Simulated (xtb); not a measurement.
Cl$_{3}$Sb, singlet, geometry from GFN2-xTB; GFN1-xTB run with xtb.

Input for xtb:
```
$ xtb mol.xyz --gfn 1 --json

# file mol.xyz
4

Sb     0.00484300    -0.00078460     0.61928673
Cl    -1.76019696    -0.96558664    -0.60678369
Cl     0.03597192     2.00418831    -0.61706773
Cl     1.70969605    -1.03624788    -0.63400877
```

It wrote (shortened):

```
   ID    Z sym.   atoms
    1   51 Sb     1
    2   17 Cl     2-4

           -------------------------------------------------
          |                Calculation Setup                |
           -------------------------------------------------

           -------------------------------------------------
          |                 G F N 1 - x T B                 |
           -------------------------------------------------

          ...................................................
          :                      SETUP                      :
          :.................................................:
          :  # basis functions                  40          :
          :  # atomic orbitals                  36          :
          :  # shells                           12          :
          :  # electrons                        26          :
          :  # halogen bonds                     0          :
          :  max. iterations                   250          :
          :  Hamiltonian                  GFN1-xTB          :
          :  restarted?                      false          :
          :  GBSA solvation                  false          :
          :  PC potential                    false          :
          :  electronic temp.          300.0000000     K    :
          :  accuracy                    1.0000000          :
          :  -> integral cutoff          0.2500000E+02      :
          :  -> integral neglect         0.1000000E-07      :
          :  -> SCF convergence          0.1000000E-05 Eh   :
          :  -> wf. convergence          0.2000000E-04 e    :
          :  Broyden damping             0.4000000          :
          :  net charge                          0          :
          :  unpaired electrons                  0          :
          ...................................................

 iter      E             dE          RMSdq      gap      omega  full diag
   1    -15.4353399 -0.154353E+02  0.582E+00    5.86       0.0  T
   2    -15.4355262 -0.186293E-03  0.371E+00    5.96       1.0  T
   3    -15.4281815  0.734470E-02  0.134E+00    5.70       1.0  T
   4    -15.4360449 -0.786338E-02  0.119E-02    5.89       4.2  T
   5    -15.4360448  0.661594E-07  0.948E-03    5.89       5.3  T
   6    -15.4360449 -0.109190E-06  0.178E-04    5.89     281.1  T
   7    -15.4360449 -0.155996E-09  0.103E-06    5.89   48396.3  T

   *** convergence criteria satisfied after 7 iterations ***

[...]
         :: total energy             -15.428961508775 Eh    ::
[...]
        14                         -0.2582125              -7.0263 (LUMO)
        15                         -0.2582125              -7.0263
        16                         -0.2411700              -6.5626
        17                         -0.0859730              -2.3394
        18                         -0.0780751              -2.1245
        19                         -0.0780751              -2.1245
        20                         -0.0564762              -1.5368
        21                         -0.0564762              -1.5368
        22                         -0.0528147              -1.4372
        23                         -0.0527195              -1.4346
        24                         -0.0527195              -1.4346
       ...                                ...                  ...
        36                          0.1862853               5.0691
      -------------------------------------------------------------
                  HL-Gap            0.2166054 Eh            5.8941 eV
             Fermi-level           -0.3665152 Eh           -9.9734 eV

  Mulliken/CM5 charges         n(s)   n(p)   n(d)
     1Sb    0.38177  0.40453   1.986  1.894  0.738
     2Cl   -0.12726 -0.13484   1.934  5.203 -0.009
     3Cl   -0.12726 -0.13484   1.934  5.203 -0.009
     4Cl   -0.12726 -0.13484   1.934  5.203 -0.009

Wiberg/Mayer (AO) data.
largest (>0.10) Wiberg bond orders for each atom

 ---------------------------------------------------------------------------
     #   Z sym  total        # sym  WBO       # sym  WBO       # sym  WBO
 ---------------------------------------------------------------------------
     1  51 Sb   3.879 --     2 Cl   1.293     3 Cl   1.293     4 Cl   1.293
     2  17 Cl   1.370 --     1 Sb   1.293
     3  17 Cl   1.370 --     1 Sb   1.293
     4  17 Cl   1.370 --     1 Sb   1.293
 ---------------------------------------------------------------------------

Topologies differ in total number of bonds
Writing topology from bond orders to xtbtopo.mol

 dipole moment from electron density (au)
     X       Y       Z
   0.0175  -0.0028   2.2381  total (Debye):    5.689

           -------------------------------------------------
          | TOTAL ENERGY              -15.428961508775 Eh   |
          | GRADIENT NORM               0.016617999630 Eh/α |
          | HOMO-LUMO GAP               5.894131951697 eV   |
           -------------------------------------------------

normal termination of xtb
```
